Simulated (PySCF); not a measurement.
## Spinor energies of Ce⁴¹⁺ (cerium, charge +41)

Start: [Ne] 3s2 3p5; 3p1/2 filled at m_j = -1/2, +1/2; 3p3/2 filled at m_j = -1/2, +1/2, +3/2. Calculated with PySCF 2.14 in an even-tempered Gaussian basis (18 s from 8.9 bohr⁻², ratio 2.4; 14 p from 12 bohr⁻², ratio 2.4; 4 d from 44 bohr⁻², ratio 2.6; 4 f from 67 bohr⁻², ratio 2.6): generalised Hartree-Fock with the X2C-1e Hamiltonian and a Gaussian nucleus; one run each with spin-orbit coupling (SO) switched off, then screened by Boettger's factors.

```
spinor shell  electrons  ε, spin-free (eV)  ε, screened SO (eV)  weight of nominal j (screened SO)  rms radius, screened SO (bohr)
       1s1/2          2           -43097.6             -43090.7                              1.000                          0.0280
       2s1/2          2            -8978.4              -8975.8                              1.000                           0.112
       2p1/2          2            -8296.0              -8615.8                              1.000                          0.0963
       2p3/2          4            -8296.0              -8153.5                              1.000                           0.102
       3s1/2          2            -3434.2              -3433.2                              1.000                           0.273
       3p1/2          2            -3216.1              -3292.8                              0.999                           0.261
       3p3/2          3            -3216.1              -3181.3                              0.999                           0.270
```

```json
{"quantity": "E (hartree)", "spin-free": "-7404.20912", "screened SO": "-7409.26909"}
{"quantity": "M_J", "spin-free": "3/2", "screened SO": "3/2"}
{"quantity": "⟨J²⟩", "spin-free": "3.751", "screened SO": "3.750"}
{"quantity": "⟨L²⟩", "spin-free": "2.000", "screened SO": "2.016"}
{"quantity": "⟨S²⟩", "spin-free": "0.750", "screened SO": "0.766"}
```

Each row is a mean over spinors that exchange with the open shell spreads, by up to 20.915 eV (3s1/2).

Breit and QED terms are absent; they matter most for the inner s and p1/2 levels.

Densities and radii are taken from the X2C orbitals without a picture-change correction, which distorts them close to the nucleus.

Without spin-orbit coupling the j labels of p, d and f shells carry no meaning; the spin-free column gives the mean over the occupied spinors of each nl shell.
